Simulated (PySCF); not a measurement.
IrO₂⁻, quintet: molecular constants

Method: UPBE0 in PySCF with Ir dyall-v2z, O def2-TZVP; no relativity; density-fitted integrals.

The structure is a minimum.

```xyz
3
charge -1 multiplicity 5, angstrom
Ir    0.0723    0.0000    0.0000
O    -0.4363   -1.8181    0.0000
O    -0.4363    1.8181    0.0000
```

| Item | Value |
| --- | --- |
| Point group | C2v |
| Bond lengths | Ir–O 1.888 Å (×2) |
| Bond angles | O–Ir–O 148.7° |
| Rotational constants | 2.375, 0.1594, 0.1494 cm⁻¹ |
| Dipole moment about the centre of mass | 2.03 D |
| Spin squared ⟨S²⟩ | 6.031 |
| Rotational symmetry number | 2 |
| Principal quadrupole moments (Buckingham, traceless) about the centre of mass | -19.15, 7.95, 11.20 D Å |
| Highest occupied level (α) | -0.25 eV |
| Principal polarisabilities | 47.4, 52.6, 86.0 bohr³ |
| Entropy at 298.15 K and 1 bar (electronic part: spin only) | 293.9 J/(mol K) |
| Lowest empty level (β) | 1.68 eV |
| Heat capacity Cp at 298.15 K | 49.8 J/(mol K) |
| Zero-point energy | 8.2 kJ/mol |
| Enthalpy at 298.15 K above 0 K | 12.39 kJ/mol |

Harmonic modes (masses in u: Ir 192.963, O 15.995):
```csv
symmetry,ω (cm⁻¹),IR (km/mol),type
a1,169,17.6,bend
b2,515,63.7,stretch
a1,690,12.0,stretch
```

In C2v the vibrations span 2a1 + b2. Here b1 is antisymmetric to the molecular plane and b2 lies in it.

Charges (e):
```json
{"atom": "Ir1", "Mulliken": "0.27", "Löwdin": "-0.18", "polar tensor": "0.15", "spin (Mulliken)": "2.23", "Mayer order to Ir1": "–"}
{"atom": "O2,3", "Mulliken": "-0.63", "Löwdin": "-0.41", "polar tensor": "-0.58", "spin (Mulliken)": "0.89", "Mayer order to Ir1": "1.56"}
```

Mulliken populations on Ir1: s 10.58, p 24.41, d 27.65, f 14.09.

Formally Ir is in oxidation state +3, d6, with 4 unpaired electrons (the high-spin count). The Mulliken spin on Ir is 2.23. The polar-tensor charge on Ir, 0.15, is far below the formal one.

Relativity is left out on purpose here, so the numbers are not realistic for elements this heavy. Other isomers or separated fragments may lie lower. With open d or f shells other occupations or spin states may lie lower. The lowest empty level of this anion is unbound, so it and the gap depend on the basis. At this level a triplet minimum of C2v symmetry lies 109 kJ/mol below this structure. The basis has no diffuse functions, which an anion would want. With an element this heavy the missing spin–orbit coupling can shift these numbers.

The final relaxation and frequency run took 4.1 min on 4 threads of a shared Intel Xeon 6975P-C (Granite Rapids) host, with 266 basis functions and 8 gradients; the process peaked at 3.5 GiB. Launch command: `OMP_NUM_THREADS=4 python axn.py task.json out`.
